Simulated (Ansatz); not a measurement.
# Nudged elastic band run: H8O2Si2

Input:

```yaml
crystal:
  periodic: [false, false, false]
  atoms:
    - { symbol: Si, position_ang: [-0.142027, 0.180431, 0.108835] }
    - { symbol: O, position_ang: [-0.322929, -0.401146, 1.698308] }
    - { symbol: Si, position_ang: [-1.456223, -0.250065, 2.937961] }
    - { symbol: H, position_ang: [-2.527018, -1.299008, 2.790369] }
    - { symbol: H, position_ang: [-0.736691, -0.455736, 4.239576] }
    - { symbol: H, position_ang: [-2.092621, 1.113835, 2.908579] }
    - { symbol: H, position_ang: [1.28314, 0.562358, -0.132271] }
    - { symbol: H, position_ang: [-1.012161, 1.408321, -0.007548] }
    - { symbol: H, position_ang: [-0.633395, -0.831435, -0.885405] }
    - { symbol: O, position_ang: [1.500078, -2.2603, 0.686588] }
    - { symbol: H, position_ang: [0.805792, -2.898553, 0.435122] }
    - { symbol: H, position_ang: [1.092657, -1.821803, 1.462885] }
basis:
  gaussian: { orbitals: def2-SVP }
hamiltonian:
  xc: revpbe
  dispersion: d4
neb:
  order_check: false
  images: 5
  f_tol: 0.03
  max_iterations: 60
  final_atoms:
    - { symbol: Si, position_ang: [0.20403554, -0.47666652, -0.66535236] }
    - { symbol: O, position_ang: [0.2638917, 0.06789638, 2.71543404] }
    - { symbol: Si, position_ang: [-1.24845376, -0.28126227, 3.35618477] }
    - { symbol: H, position_ang: [-2.29248259, -0.49762778, 2.28073635] }
    - { symbol: H, position_ang: [-1.24565026, -1.52577866, 4.21741462] }
    - { symbol: H, position_ang: [-1.65233383, 0.8940597, 4.19772946] }
    - { symbol: H, position_ang: [1.17058141, 0.6575278, -0.5435534] }
    - { symbol: H, position_ang: [-1.21081813, -0.00401686, -0.47932826] }
    - { symbol: H, position_ang: [0.32409965, -1.13252328, -2.01621027] }
    - { symbol: O, position_ang: [0.66203755, -1.58737887, 0.55298948] }
    - { symbol: H, position_ang: [0.19423727, -2.4413536, 0.53303462] }
    - { symbol: H, position_ang: [0.58945744, -0.62597703, 2.09391996] }
  initial_path:
    images:
      - { positions_ang: [[-0.142027, 0.180431, 0.108835], [-0.322929, -0.401146, 1.698308], [-1.456223, -0.250065, 2.937961], [-2.527018, -1.299008, 2.790369], [-0.736691, -0.455736, 4.239576], [-2.092621, 1.113835, 2.908579], [1.28314, 0.562358, -0.132271], [-1.012161, 1.408321, -0.007548], [-0.633395, -0.831435, -0.885405], [1.500078, -2.2603, 0.686588], [0.805792, -2.898553, 0.435122], [1.092657, -1.821803, 1.462885]] }
      - { positions_ang: [[-0.09253494, 0.11486053, 0.07083598], [-0.21618868, -0.26483549, 1.80709687], [-1.41147685, -0.29562528, 2.95433336], [-2.43245569, -1.27561578, 2.60346068], [-0.77899979, -0.67367448, 4.21635396], [-2.06414335, 1.02083512, 3.0721321], [1.31723605, 0.36730714, -0.24988165], [-0.90088651, 1.32876281, -0.17454898], [-0.64885114, -0.95861858, -0.75037288], [1.34541308, -2.03307727, 0.67184419], [0.69375213, -2.73612414, 0.4784701], [0.94773769, -1.54729559, 1.54327528]] }
      - { positions_ang: [[-0.04304288, 0.04929006, 0.03283695], [-0.10944836, -0.12852497, 1.91588575], [-1.36673071, -0.34118556, 2.97070572], [-2.33789337, -1.25222356, 2.41655236], [-0.82130858, -0.89161296, 4.19313192], [-2.0356657, 0.92783525, 3.2356852], [1.3513321, 0.17225628, -0.3674923], [-0.78961202, 1.24920463, -0.34154996], [-0.66430727, -1.08580217, -0.61534077], [1.19074815, -1.80585454, 0.65710037], [0.58171226, -2.57369527, 0.5218182], [0.80281838, -1.27278818, 1.62366557]] }
      - { positions_ang: [[0.00644919, -0.0162804, -0.00516207], [-0.00270805, 0.00778554, 2.02467462], [-1.32198456, -0.38674584, 2.98707808], [-2.24333106, -1.22883134, 2.22964404], [-0.86361737, -1.10955144, 4.16990987], [-2.00718806, 0.83483537, 3.39923829], [1.38542816, -0.02279458, -0.48510294], [-0.67833753, 1.16964644, -0.50855094], [-0.67976341, -1.21298575, -0.48030865], [1.03608323, -1.57863181, 0.64235656], [0.4696724, -2.41126641, 0.5651663], [0.65789907, -0.99828077, 1.70405585]] }
      - { positions_ang: [[0.0723113, -0.16974244, -0.2252255], [0.08615854, 0.02782248, 2.25492776], [-1.29747429, -0.35158465, 3.11011364], [-2.2597149, -0.98509682, 2.24667481], [-0.99096167, -1.24829385, 4.18574479], [-1.88890331, 0.85457681, 3.66540202], [1.31381257, 0.20397955, -0.50458643], [-0.85583107, 0.77842534, -0.49881005], [-0.34514239, -1.18616493, -0.99227586], [0.91140134, -1.5815475, 0.61256753], [0.37786069, -2.42129547, 0.55445574], [0.63508519, -0.87417953, 1.83401056]] }
      - { positions_ang: [[0.13817342, -0.32320448, -0.44528893], [0.17502512, 0.04785943, 2.4851809], [-1.27296403, -0.31642346, 3.23314921], [-2.27609875, -0.7413623, 2.26370558], [-1.11830597, -1.38703625, 4.2015797], [-1.77061857, 0.87431825, 3.93156574], [1.24219699, 0.43075367, -0.52406991], [-1.0333246, 0.38720424, -0.48906916], [-0.01052137, -1.1593441, -1.50424306], [0.78671944, -1.58446318, 0.5827785], [0.28604898, -2.43132454, 0.54374518], [0.61227131, -0.75007828, 1.96396526]] }
      - { positions_ang: [[0.20403554, -0.47666652, -0.66535236], [0.2638917, 0.06789638, 2.71543404], [-1.24845376, -0.28126227, 3.35618477], [-2.29248259, -0.49762778, 2.28073635], [-1.24565026, -1.52577866, 4.21741462], [-1.65233383, 0.8940597, 4.19772946], [1.17058141, 0.6575278, -0.5435534], [-1.21081813, -0.00401686, -0.47932826], [0.32409965, -1.13252328, -2.01621027], [0.66203755, -1.58737887, 0.55298948], [0.19423727, -2.4413536, 0.53303462], [0.58945744, -0.62597703, 2.09391996]] }
```

Run as:

```bash
$ ansatz run input.yaml --threads 2 --pin off --max-ram 3072MiB --backend cpu --events-out ev --progress --plain --runs-dir out
```

Output, in part (warnings, iteration lines, the closing report on the highest movable image, with atoms numbered from 0):

```
NEB end point (image 0): max|allowed force component| = 1.253e-2 eV/Å (the criterion of neb.relax_end_points is 1.000e-2)
NEB end point (image 6): max|allowed force component| = 1.308e-2 eV/Å (the criterion of neb.relax_end_points is 1.000e-2)
NEB iter   1: max|band force component| = 3.845e0 eV/Å  barrier→ = 2.8622 eV  barrier← = 2.8014 eV  Δτ_max = 0.1961 Å  (180 SCF iters)
NEB iter   2: max|band force component| = 1.595e0 eV/Å  barrier→ = 1.3428 eV  barrier← = 1.2820 eV  Δτ_max = 0.1948 Å  (151 SCF iters)
NEB iter   3: max|band force component| = 1.379e0 eV/Å  barrier→ = 1.1979 eV  barrier← = 1.1372 eV  Δτ_max = 0.1939 Å  (142 SCF iters)
NEB iter   4: max|band force component| = 5.419e-1 eV/Å  barrier→ = 1.1645 eV  barrier← = 1.1037 eV  CI = image 3  Δτ_max = 0.1989 Å  (141 SCF iters)
NEB iter   5: max|band force component| = 4.687e-1 eV/Å  barrier→ = 1.1766 eV  barrier← = 1.1158 eV  CI = image 3  Δτ_max = 0.1522 Å  (146 SCF iters)
NEB iter   6: max|band force component| = 2.770e-1 eV/Å  barrier→ = 1.1367 eV  barrier← = 1.0759 eV  CI = image 3  Δτ_max = 0.2000 Å  (141 SCF iters)
NEB iter   7: max|band force component| = 2.916e-1 eV/Å  barrier→ = 1.0931 eV  barrier← = 1.0324 eV  CI = image 3  Δτ_max = 0.1006 Å  (138 SCF iters)
NEB iter   8: max|band force component| = 2.025e-1 eV/Å  barrier→ = 1.0726 eV  barrier← = 1.0119 eV  CI = image 3  Δτ_max = 0.1004 Å  (141 SCF iters)
NEB iter   9: max|band force component| = 1.596e-1 eV/Å  barrier→ = 1.0581 eV  barrier← = 0.9973 eV  CI = image 3  Δτ_max = 0.1006 Å  (140 SCF iters)
NEB iter  10: max|band force component| = 1.733e-1 eV/Å  barrier→ = 1.0414 eV  barrier← = 0.9806 eV  CI = image 3  Δτ_max = 0.1008 Å  (140 SCF iters)
NEB iter  11: max|band force component| = 1.321e-1 eV/Å  barrier→ = 1.0271 eV  barrier← = 0.9663 eV  CI = image 3  Δτ_max = 0.1008 Å  (140 SCF iters)
NEB iter  12: max|band force component| = 1.114e-1 eV/Å  barrier→ = 1.0140 eV  barrier← = 0.9532 eV  CI = image 3  Δτ_max = 0.1004 Å  (139 SCF iters)
NEB iter  13: max|band force component| = 9.444e-2 eV/Å  barrier→ = 1.0049 eV  barrier← = 0.9442 eV  CI = image 3  Δτ_max = 0.0939 Å  (139 SCF iters)
NEB iter  14: max|band force component| = 1.052e-1 eV/Å  barrier→ = 0.9992 eV  barrier← = 0.9384 eV  CI = image 3  Δτ_max = 0.0477 Å  (139 SCF iters)
NEB iter  15: max|band force component| = 4.778e-2 eV/Å  barrier→ = 0.9962 eV  barrier← = 0.9354 eV  CI = image 3  Δτ_max = 0.0545 Å  (141 SCF iters)
NEB iter  16: max|band force component| = 3.629e-2 eV/Å  barrier→ = 0.9936 eV  barrier← = 0.9329 eV  CI = image 3  Δτ_max = 0.0944 Å  (140 SCF iters)
NEB iter  17: max|band force component| = 4.245e-2 eV/Å  barrier→ = 0.9918 eV  barrier← = 0.9310 eV  CI = image 3  Δτ_max = 0.0453 Å  (143 SCF iters)
NEB iter  18: max|band force component| = 3.481e-2 eV/Å  barrier→ = 0.9906 eV  barrier← = 0.9298 eV  CI = image 3  Δτ_max = 0.0471 Å  (142 SCF iters)
NEB iter  19: max|band force component| = 4.329e-2 eV/Å  barrier→ = 0.9896 eV  barrier← = 0.9288 eV  CI = image 3  Δτ_max = 0.0237 Å  (145 SCF iters)
NEB iter  20: max|band force component| = 3.256e-2 eV/Å  barrier→ = 0.9891 eV  barrier← = 0.9283 eV  CI = image 3  Δτ_max = 0.0236 Å  (138 SCF iters)
NEB iter  21: max|band force component| = 2.286e-2 eV/Å  barrier→ = 0.9887 eV  barrier← = 0.9279 eV  CI = image 3  Δτ_max = 0.0224 Å  (137 SCF iters)
NEB iter  22: max|band force component| = 2.286e-2 eV/Å  barrier→ = 0.9884 eV  barrier← = 0.9276 eV  CI = image 3  Δτ_max = 0.0186 Å  (29 SCF iters)
NEB iter  23: max|band force component| = 4.692e-2 eV/Å  barrier→ = 0.9882 eV  barrier← = 0.9274 eV  CI = image 3  Δτ_max = 0.0236 Å  (29 SCF iters)
NEB iter  24: max|band force component| = 2.660e-2 eV/Å  barrier→ = 0.9880 eV  barrier← = 0.9272 eV  CI = image 3  Δτ_max = 0.0170 Å  (143 SCF iters)
NEB iter  25: max|band force component| = 3.719e-2 eV/Å  barrier→ = 0.9878 eV  barrier← = 0.9270 eV  CI = image 3  Δτ_max = 0.0472 Å  (30 SCF iters)
NEB iter  26: max|band force component| = 3.106e-2 eV/Å  barrier→ = 0.9877 eV  barrier← = 0.9269 eV  CI = image 3  Δτ_max = 0.0261 Å  (143 SCF iters)
NEB iter  27: max|band force component| = 2.200e-2 eV/Å  barrier→ = 0.9876 eV  barrier← = 0.9268 eV  CI = image 3  Δτ_max = 0.0106 Å  (146 SCF iters)
NEB iter  28: max|band force component| = 2.286e-2 eV/Å  barrier→ = 0.9875 eV  barrier← = 0.9267 eV  CI = image 3  Δτ_max = 0.0000 Å  (156 SCF iters)
Total energy: -19967.81530225 eV, -733.8036776865 hartree
Atom 0 at     0.011935    -0.410630    -0.045516 Å, force    -0.000934    -0.004793     0.000752 eV/Å
Atom 1 at    -0.184274    -0.491212     1.931807 Å, force    -0.000383    -0.008571    -0.000980 eV/Å
Atom 2 at    -1.363892    -0.061531     3.046286 Å, force     0.000173     0.001003     0.000795 eV/Å
Atom 3 at    -2.702351     0.048580     2.361933 Å, force     0.001142     0.001682    -0.000419 eV/Å
Atom 4 at    -1.441060    -1.123477     4.112974 Å, force    -0.001042    -0.000165    -0.000193 eV/Å
Atom 5 at    -1.042460     1.257019     3.699095 Å, force     0.001089    -0.000805     0.001053 eV/Å
Atom 6 at     0.677386     0.929469    -0.046048 Å, force     0.000973    -0.000928    -0.000431 eV/Å
Atom 7 at    -1.497887    -0.384829    -0.133856 Å, force    -0.001222     0.001458     0.000040 eV/Å
Atom 8 at     0.322178    -0.991129    -1.426283 Å, force     0.002081    -0.001323     0.001200 eV/Å
Atom 9 at     1.217950    -1.700344     0.706321 Å, force     0.002052     0.004406    -0.007532 eV/Å
Atom 10 at     1.097299    -2.607448     0.366908 Å, force     0.000342    -0.000015    -0.000480 eV/Å
Atom 11 at     0.663779    -1.417568     1.669377 Å, force    -0.004271     0.008051     0.006195 eV/Å
Dipole moment:     0.047256    -0.458995     0.081726 e Å
```

It converged. The band force fell under the threshold earlier too, but the program's further tests of the path sent the band on. A vibrational analysis at the climbing image gives one clearly imaginary mode, 625i cm⁻¹: a first-order saddle point. The orbitals stay closed-shell, which can raise the energy where a bond breaks towards radicals; this wasn't checked here.

Final band (atoms are numbered from 1 in the order of the input):

| image | path coordinate (Å) | energy (eV) | Si1–O2 (Å) | O10–H12 (Å) | Si1–O10 (Å) |
| --- | --- | --- | --- | --- | --- |
| 0 | 0.00 | 0.00 | 1.70 | 0.98 | 3.00 |
| 1 | 1.50 | 0.00 | 1.70 | 0.98 | 2.97 |
| 2 | 3.00 | 0.08 | 1.71 | 0.98 | 2.84 |
| 3 | 4.50 | 0.99 | 1.99 | 1.15 | 1.92 |
| 4 | 5.51 | 0.22 | 2.63 | 1.70 | 1.73 |
| 5 | 6.53 | 0.08 | 3.18 | 1.81 | 1.71 |
| 6 | 7.54 | 0.06 | 3.42 | 1.82 | 1.71 |

The run took 8.3 min on 2 threads of Intel(R) Xeon(R) Processor @ 2.50GHz (Skylake/Cascade Lake), with other jobs on the host, peak memory 0.15 GiB.
